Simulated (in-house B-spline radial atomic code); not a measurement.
Configurations of the magnesium ion Mg²⁺, with energies counted from [He] 2s2 2p6. Method: non-relativistic AM05, spin-polarised, spherical fractional occupations, point nucleus. Calculated with a B-spline radial code for spherical atoms. Shells without spins written out take the highest spin.

Occupations are held fixed; configurations that lie above the ionisation limit could autoionise.

```csv
configuration,E - E(ref) (eV),highest orbital,its <r> (bohr)
[He] 2s2 2p5 3p1,58.764,3p up,2.588
[He] 2s2 2p5 3d1,66.007,3d up,3.238
[He] 2s1 2p6 3s1,85.137,3s up,2.286
[He] 2s1 2p6 3p1,91.053,3p up,2.594
```

Problem. Order these further configurations by energy, lowest first.
A. [He] 2s(1 up, 0 down) 2p6 3p(0 up, 1 down)
B. [He] 2s1 2p6 3d1
C. [He] 2s2 2p(3 up, 2 down) 3s(1 up, 0 down)
D. [He] 2s(1 up, 0 down) 2p6 3d(0 up, 1 down)
E. [He] 2s(1 up, 0 down) 2p6 3s(0 up, 1 down)

Solution. C (52.882 eV), E (85.326 eV), A (91.187 eV), B (98.232 eV), D (98.292 eV).
